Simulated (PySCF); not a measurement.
PySCF input (BP86/def2-SVP):

```python
from pyscf import gto, dft

mol = gto.M(
    atom='''
    Zn   -0.30827856   -0.15207599   -0.24021930
    O     1.02502665    0.39964584    0.78710579
    H     1.04814358    1.36511309    0.90973271
    ''',
    basis='def2-svp',
    charge=1,
    spin=0,
    verbose=4,
)

mf = dft.RKS(mol, xc='bp86')
mf.grids.level = 3
mf.conv_tol = 1e-9
mf.max_cycle = 100
mf.max_memory = 1500
mf.kernel()
if not mf.converged:
    mf = mf.newton()
    mf.kernel(mf.make_rdm1())
mf.dip_moment()
```

From the last part of the output:

```
  HOMO = -0.309607645640612  LUMO = -0.169521264259974  gap/eV = 3.81194
cycle= 1 E= -1854.56463688009  delta_E= 0.241  |g|= 1.09  |ddm|= 2.19
  HOMO = -0.309065635690412  LUMO = -0.300851073192235  gap/eV = 0.22353
cycle= 2 E= -1849.94977258974  delta_E= 4.61  |g|= 3.56  |ddm|= 4.33
  HOMO = -0.558033977868634  LUMO = -0.40991881352951  gap/eV = 4.03042
cycle= 3 E= -1854.75531617205  delta_E= -4.81  |g|= 0.478  |ddm|= 4.08
  HOMO = -0.446347408741146  LUMO = -0.404833451321415  gap/eV = 1.12965
cycle= 4 E= -1854.75060955653  delta_E= 0.00471  |g|= 0.562  |ddm|= 1.24
  HOMO = -0.476070274470728  LUMO = -0.429917161312988  gap/eV = 1.25589
cycle= 5 E= -1854.81150032883  delta_E= -0.0609  |g|= 0.116  |ddm|= 0.408
  HOMO = -0.484424169144895  LUMO = -0.429846901329222  gap/eV = 1.48512
cycle= 6 E= -1854.81525851177  delta_E= -0.00376  |g|= 0.0222  |ddm|= 0.184
  HOMO = -0.486384323191598  LUMO = -0.431402817838252  gap/eV = 1.49612
cycle= 7 E= -1854.81533959439  delta_E= -8.11e-05  |g|= 0.00324  |ddm|= 0.015
  HOMO = -0.48648533183873  LUMO = -0.431286686596781  gap/eV = 1.50203
cycle= 8 E= -1854.8153421071  delta_E= -2.51e-06  |g|= 0.000601  |ddm|= 0.00526
  HOMO = -0.486419571109406  LUMO = -0.431262539943518  gap/eV = 1.50090
cycle= 9 E= -1854.81534219144  delta_E= -8.43e-08  |g|= 0.000115  |ddm|= 0.000998
  HOMO = -0.486426591052568  LUMO = -0.431256487754875  gap/eV = 1.50125
cycle= 10 E= -1854.81534219525  delta_E= -3.81e-09  |g|= 3.13e-05  |ddm|= 0.000234
  HOMO = -0.486424324549716  LUMO = -0.431256111546625  gap/eV = 1.50120
cycle= 11 E= -1854.81534219551  delta_E= -2.64e-10  |g|= 6.12e-06  |ddm|= 3.93e-05
  HOMO = -0.48642135913487  LUMO = -0.431255790058053  gap/eV = 1.50113
Extra cycle  E= -1854.81534219531  delta_E= 2.05e-10  |g|= 2.9e-05  |ddm|= 4.81e-05
converged SCF energy = -1854.81534219531

WARN: System has nonzero charge 1; the dipole moment is origin-dependent.
Location of origin: [0. 0. 0.]

Dipole moment(X, Y, Z, Debye): -2.86894, -0.01583, -2.08212
```

The dipole moment of an ion depends on the origin.
